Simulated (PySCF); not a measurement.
ClH3OSiZn.

```xyz
7

Zn     0.1301    -0.4775     0.0000
Cl    -0.2010    -2.5527     0.0000
O      0.5077     1.2470     0.0000
Si    -0.2265     2.7237     0.0000
H     -1.0944     2.9091     1.2065
H      0.8113     3.7946     0.0000
H     -1.0944     2.9091    -1.2065
```

The structure is a stationary point at B3LYP-D3(BJ)/def2-SVP. The structure was generated by enumeration; whether it is a known compound was not checked. Other conformers were not sampled.

Level of theory: PBE/pcSseg-1 (PySCF). Non-relativistic, no solvent.

Q: Give the absolute GIAO shielding of each atom: isotropic value and principal components (ppm). (Estimate from the structure and the level; the computed values follow.)

A: 
```
atom  σ(iso)     σ11     σ22     σ33    span
----  ------  ------  ------  ------  ------
Zn1   1665.3  1234.2  1242.4  2519.2  1285.0
Cl2   1043.0   984.9   989.6  1154.6   169.7
O3     314.1   246.8   316.7   378.8   131.9
Si4    366.9   307.8   317.6   475.2   167.4
H5      25.7    22.1    23.9    31.0     8.9
H6      25.8    22.5    23.7    31.2     8.7
H7      25.7    22.1    23.9    31.0     8.9
```
